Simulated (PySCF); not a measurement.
H2MnO2, SMILES [OH][Mn][OH] (connectivity only; charge and spin as stated), neutral, multiplicity 6.

The structure is a stationary point at PBE-D3(BJ)/def2-TZVP. The spin state was assumed, not searched. The values are those of a single conformer.

Method: PBE-D3(BJ)/def2-TZVP run with PySCF.

Frequencies are harmonic and unscaled.

Give all harmonic wavenumbers and intensities. (The exact figures need the calculation; the answer reports its results.)


```json
[
 {"mode": "1", "ν (cm⁻¹)": "105", "IR (km/mol)": "3.5", "moving atoms (share of kinetic energy)": "O 44 %, Mn 34 %, H 22 %"},
 {"mode": "2", "ν (cm⁻¹)": "107", "IR (km/mol)": "7.4", "moving atoms (share of kinetic energy)": "O 53 %, Mn 37 %, H 10 %"},
 {"mode": "3", "ν (cm⁻¹)": "197", "IR (km/mol)": "92.9", "moving atoms (share of kinetic energy)": "H 90 %, O 10 %"},
 {"mode": "4", "ν (cm⁻¹)": "505", "IR (km/mol)": "268.1", "moving atoms (share of kinetic energy)": "H 83 %, O 16 %"},
 {"mode": "5", "ν (cm⁻¹)": "524", "IR (km/mol)": "38.7", "moving atoms (share of kinetic energy)": "H 66 %, O 33 %"},
 {"mode": "6", "ν (cm⁻¹)": "607", "IR (km/mol)": "3.7", "moving atoms (share of kinetic energy)": "O 73 %, H 27 %"},
 {"mode": "7", "ν (cm⁻¹)": "721", "IR (km/mol)": "190.4", "moving atoms (share of kinetic energy)": "O 54 %, Mn 38 %"},
 {"mode": "8", "ν (cm⁻¹)": "3769", "IR (km/mol)": "10.5", "moving atoms (share of kinetic energy)": "H 94 %"},
 {"mode": "9", "ν (cm⁻¹)": "3770", "IR (km/mol)": "107.3", "moving atoms (share of kinetic energy)": "H 94 %"}
]
```
